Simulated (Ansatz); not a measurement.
Reaction (ligand exchange at a Ga–S bond): `C[S][Ga]([Cl])[Cl]` + HI → `[Cl][Ga]([Cl])[I]` + CH₃SH

Calculated with Ansatz (gas phase, PBE0-D4/def2-TZVP geometries, no zero-point term in ΔE). CCSD(T)/CBS adds triple-zeta CCSD(T) − MP2 to the extrapolated MP2 energy (def2 sets, frozen cores). This one scheme is used for every species. Functionals use def2-TZVPP. def2 core potentials past Kr. For Ga, I outer-core shells are correlated without core-valence functions, which leaves a few kJ/mol of doubt a bond. Scalar relativity is left out up to krypton. One conformer a species, not always the lowest.

CCSD(T)/CBS gives -0.35 eV.

(1) Another level gave -0.38 eV. Which?
A. BLYP-D4/def2-TZVPP
B. BHLYP/def2-TZVPP
C. PBE/def2-TZVPP
D. PBE0/def2-TZVPP

Largest T1 diagnostic among the species: 0.011.

Results:

(1) D. PBE0 -0.38, BLYP-D4 -0.30, PBE -0.34, BHLYP -0.43 eV.

From PBE to PBE0 (25 % exact exchange), in def2-TZVPP and without D4, ΔE moves by −0.04 eV. The D4 term adds +0.05 eV with B3LYP and +0.03 eV with PBE0; it sums over pairs of atoms, weighted by their polarisabilities, and B3LYP, whose exchange is more repulsive, gets the larger term. In def2-TZVPP, CCSD(T) changes the Hartree–Fock value by +0.17 eV (the triples alone add +0.02 eV) and MP2 by +0.13 eV.

B3LYP here is the variant with VWN-RPA as its local correlation; programs differ in this.
